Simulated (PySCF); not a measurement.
HOMO–LUMO gap of the Kohn–Sham levels of molecules with a metal or metalloid centre, at PBE and at B3LYP.

Values in eV, from PySCF. Where two bases are given, the first is that of PBE. B3LYP is a level with its own limits.

| system | basis | PBE | B3LYP | PBE − B3LYP |
|---|---|---|---|---|
| C[SiH](C)[SiH2][SiH](Cl)Cl singlet | def2-SVP | 5.44 | 7.07 | -1.63 |
| iminoborane singlet | def2-TZVP | 7.00 | 8.74 | -1.75 |
| OB(O)N[Si](F)(F)F singlet | def2-TZVP | 6.64 | 8.46 | -1.82 |
| B(H)2(F)(NH3) singlet | def2-TZVP | 5.10 | 6.89 | -1.79 |
| Si(H)3(OSiMe3) singlet | def2-SVP | 6.45 | 8.27 | -1.82 |
| Si(H)(OH)(OEt)(NH2) singlet | def2-TZVP | 6.36 | 8.08 | -1.72 |
| Ge(Me)2(OMe)(OEt) singlet | def2-SVP | 5.97 | 7.78 | -1.80 |
| B(Me)(Et)(NMe2) singlet | def2-SVP | 5.79 | 7.58 | -1.79 |
| Sn(H)(OH) singlet | def2-TZVP | 2.65 | 3.99 | -1.35 |
| Ge(H)2(OSiH3)2 singlet | def2-TZVP | 6.05 | 7.97 | -1.92 |
| Mg(SeH)(SiMe3) singlet | def2-TZVP | 2.86 | 4.09 | -1.23 |
| C[SiH](C)/C=C/[Si](O)(O)O singlet | def2-SVP | 4.88 | 6.80 | -1.92 |
| Mo(O)2(Cl)2 singlet | def2-TZVP | 3.80 | 5.55 | -1.74 |
| B(Cl)(OH)(SeH) singlet | def2-TZVP | 5.07 | 6.73 | -1.66 |
| Bi(OMe)2(TeH) singlet | def2-TZVP | 2.96 | 4.18 | -1.21 |
| B(All)(F)(H) singlet | def2-TZVP | 4.54 | 6.25 | -1.71 |
| Cd(OMe)(GeH3) singlet | def2-TZVP | 3.59 | 5.31 | -1.72 |
| In(OH)2(OMe) singlet | def2-TZVP | 3.20 | 5.09 | -1.89 |
| Ge(H)2(Vi)(OMe) singlet | def2-TZVP | 4.41 | 6.53 | -2.12 |
| Ge(H)2(F)(Et) singlet | def2-TZVP | 6.60 | 8.35 | -1.75 |
| F[Si](F)(F)N[SiH2]Cl singlet | def2-TZVP | 6.47 | 8.27 | -1.81 |
| Zn(Br)(I) singlet | def2-TZVP | 4.05 | 5.47 | -1.42 |
| Si(GeH3)2(OH)(OMe) singlet | def2-TZVP | 4.74 | 6.35 | -1.61 |
| Be(Br)(I) singlet | def2-TZVP | 5.47 | 6.96 | -1.49 |

Problem. What do these rows say about the size and sign of the difference from B3LYP?

Solution. The mean difference from B3LYP is -1.69 eV (median -1.74) and the mean absolute one 1.69 eV (median 1.74); PBE lies above in 0 and below in 24 of 24 cases. It is closest for Bi(OMe)2(TeH) singlet (-1.21), Mg(SeH)(SiMe3) singlet (-1.23), Sn(H)(OH) singlet (-1.35) and furthest off for Ge(H)2(Vi)(OMe) singlet (-2.12), C[SiH](C)/C=C/[Si](O)(O)O singlet (-1.92), Ge(H)2(OSiH3)2 singlet (-1.92).
